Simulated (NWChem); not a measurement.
System: C2H8AlO, doublet

NWChem input:

```
start job
memory heap 200 mb stack 900 mb global 1100 mb
geometry units angstroms noautoz
  Al     0.225249     0.013038     0.599414
  C      0.538825     1.752645    -0.322782
  H      0.377894     1.682770    -1.415293
  H      1.586008     2.071642    -0.179303
  H     -0.084509     2.579548     0.059515
  C      0.876643    -1.623005    -0.331256
  H      0.659552    -1.602699    -1.416949
  H      0.464518    -2.560505     0.079011
  H      1.973767    -1.701690    -0.238136
  O     -1.753295    -0.222468    -0.015697
  H     -2.168881     0.598073    -0.314344
  H     -1.831113    -0.857035    -0.742457
end
basis spherical
  * library 6-31g*
end
dft
  odft
  mult 2
  xc b3lyp
  iterations 150
  mulliken
end
task dft energy
```

Coordinates come from a PBE0/def2-SVP, spin-unrestricted optimisation. No frequency run checked for a minimum. The spin multiplicity was typed, not searched, and may not be the lowest. No stability test was run on the SCF state.

**Question.** What results follow from this input? (B3LYP/6-31G* (spherical d), spin-unrestricted.) Quantities: basis functions; energy (Ha); highest occupied level (eV); lowest empty minus highest occupied level, either spin (eV); dipole (D); <S²>.

**Answer.** 
```yaml
number_of_basis_functions: 76
energy (Ha): -398.65
highest occupied level (eV): -3.67
lowest empty minus highest occupied level, either spin (eV): 2.68
dipole (D): 4.30
"<S²>": 0.751
```
